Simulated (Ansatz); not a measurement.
Saddle point of BH₃BrClO₂, singlet (BH₂BrO₂ ([OH][B]([OH])[Br]) + HCl → BH₂ClO₂ ([OH][B]([OH])[Cl]) + HBr; bonds formed: B1–Cl6, Br2–H5; bonds broken: B1–Br2, H5–Cl6), PBE0-D4/def2-TZVP structure:

B1  (-0.411, -0.069, 0.272)
Br2  (0.785, 1.694, -0.738)
O3  (-1.576, -0.258, -0.366)
O4  (-0.320, 0.020, 1.607)
H5  (1.379, 0.086, -0.890)
Cl6  (1.108, -1.359, -0.515)
H7  (-1.525, -0.289, -1.322)
H8  (0.560, 0.175, 1.953)
(Å)

Energies are electronic, without zero-point energy. Barriers and step energies count from the start structure reached by relaxing down the imaginary mode; all methods use the PBE0-D4 structures, on which another method's saddle can fall below an end. Program: Ansatz 0.2.0. Basis: def2-TZVPP, with def2-QZVPP for the basis limit. Cores are frozen in the correlated methods. Filled d shells of the heavier atoms are correlated. The def2 sets are not built for correlating such inner shells, so the correlated values are less sure here. B3LYP uses VWN-RPA correlation. Extrapolation: Hartree–Fock as exp(−7.88 √X), correlation as X^−2.97.

| method | barrier (kcal/mol) | step energy (kcal/mol) |
| --- | --- | --- |
| SPW92 | 13.78 | -5.19 |
| PBE-D4 | 20.43 | -3.58 |
| BLYP-D4 | ? | -3.81 |
| r2SCAN-D4 | 22.48 | -3.67 |
| B97M-V | 28.37 | -4.36 |
| PBE0-D4 | 24.64 | -3.42 |
| B3LYP-D4 | 27.29 | -3.73 |
| r2SCAN0-D4 | 25.58 | -3.55 |
| BHLYP-D4 | 32.30 | -3.70 |
| CAM-B3LYP-D4 | 29.82 | -4.10 |
| wB97X-V | ? | -3.61 |
| wB97M-V | 28.21 | -3.63 |
| B2PLYP | 29.69 | -3.38 |
| PBE-QIDH | 28.17 | -3.15 |
| RPA on PBE | ? | -2.66 |
| HF | 44.66 | -2.80 |
| MP2 | 28.94 | -2.73 |
| CCSD | 34.51 | -2.92 |
| CCSD(T) | 31.34 | -3.04 |

Fill in the withheld barriers. (Judge from chemistry; the value comes from the calculation.)

The calculation gives: wB97X-V 29.85; RPA on PBE 31.25; BLYP-D4 23.95 kcal/mol. Each is the energy of the saddle less that of the start structure, by the same method.

For comparison, the barrier by CCSD(T) at an estimated basis limit (MP2 extrapolated from triple and quadruple zeta, plus CCSD(T) − MP2 in triple zeta) is 29.99 kcal/mol.

T1 diagnostic: at most 0.011.

Labels in which every atom is bracketed show which atoms are joined, not bond orders.

For scale, one of the runs: CCSD(T)/def2-TZVPP, 225 basis functions, launched by `ansatz run in.yaml --threads 8 --pin off --events-out ev --progress --plain --max-ram 19148MiB`. The run took 85 s on 8 CPU threads of an Arm Neoverse V2 (shared host), with 4 GiB of host memory at its peak.
